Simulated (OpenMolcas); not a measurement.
# Se II: CASPT2 settings compared

```yaml
Program: OpenMolcas
Basis: ANO-RCC-VDZ [5s4p1d]
Scalar_Hamiltonian: X2C, point nucleus
Active_space: 3 electrons in 3 orbitals (4p)
State_averaging: 2S+1 = 4 odd, 1 root; 2S+1 = 2 odd, 8 roots kept (CI in the orbitals of an earlier block)
Spin-orbit_coupling: RASSI with atomic mean-field integrals over the reference wave functions, term energies averaged over their components
```

Methods on the same reference wave functions:
A. CASSCF
B. SS-CASPT2, IPEA 0.2 Eh, imaginary shift 0.05 Eh (closed shells correlated: 3d 4s)
C. SS-CASPT2, IPEA 0.4 Eh, real shift 0.1 Eh (closed shells correlated: 3d 4s)
D. SS-CASPT2, IPEA 0.6 Eh, imaginary shift 0.15 Eh (closed shells correlated: 3d 4s)

Energies in cm-1 above 4s2 4p3 4S* 3/2, the measured ground level; measured values from NIST Handbook of Basic Atomic Spectroscopic Data.

```json
{"Level": "4s2 4p3 4S* 3/2", "A": "0.0", "B": "0.0", "C": "0.0", "D": "0.0", "Measured": "0.0"}
{"Level": "4s2 4p3 2D* 3/2", "A": "17551", "B": "17060", "C": "17080", "D": "17100", "Measured": "13168"}
{"Level": "4s2 4p3 2D* 5/2", "A": "17968", "B": "17640", "C": "17650", "D": "17660", "Measured": "13784"}
{"Level": "4s2 4p3 2P* 1/2", "A": "29852", "B": "25830", "C": "26050", "D": "26220", "Measured": "23038"}
{"Level": "4s2 4p3 2P* 3/2", "A": "30411", "B": "26580", "C": "26780", "D": "26940", "Measured": "23895"}
```

Deviations, from unrounded energies. A percentage is the sum of absolute deviations over the sum of measured energies, with the sign that they share, or ± where signs differ.

```tsv
Against measurement	Levels	A	B	C	D
mean absolute deviation (cm-1)	4	5500	3300	3400	3500
other terms of the ground configuration (%)	4	+29.6	+17.9	+18.5	+19.0
```

B, C lie about equally close to measurement and A furthest from it. The largest miss of B in the table is 4s2 4p3 2D* 3/2, by +3900 cm-1. The ranking rests on the paired levels alone, and a cruder setting can come out closer through cancelling errors.

Among B to D the level of the table that moves most is 4s2 4p3 2P* 1/2, by 390 cm-1 (lowest in B, highest in D). Moves below CASPT2's spread within the term are not significant.

The mean deviations of B to D differ by less than CASPT2's widest spread within a term (270 cm-1), so their order carries little weight.

From A to B the spin-free energies of the other terms of 4s2 4p3 shown, above 4S*, scale by factors of 0.86 to 0.98.

The lowest spin-free term lies below A's lowest term by 0.006 hartree in B, 0.006 hartree in C, 0.006 hartree in D.

CASPT2 does not keep the components of a term degenerate, so their means are used; among the terms shown or strongly mixed into the levels shown the widest spread is 270 cm-1 (4s2 4p3 2P*, D). Terms from blocks run as CI alone lack orbitals of their own. With the s shell closed, the reference lacks s² → p² mixing. Without dynamic correlation excited terms often stand tens of per cent too high (terms of higher spin than the ground term too low), and those without a measured partner can miss by more than the paired ones (holds for A). Some terms miss by over 15 % even with CASPT2, which points to a basis or an active space too small for the shells correlated (holds for B; C; D). Computed and measured levels are paired by configuration, term and J; levels that our copy of the source lacks, or whose pairing is in doubt (as where it misses far off the trend of its configuration), stay unpaired and out of the deviations. Only configurations of the active space appear.

* marks odd parity.
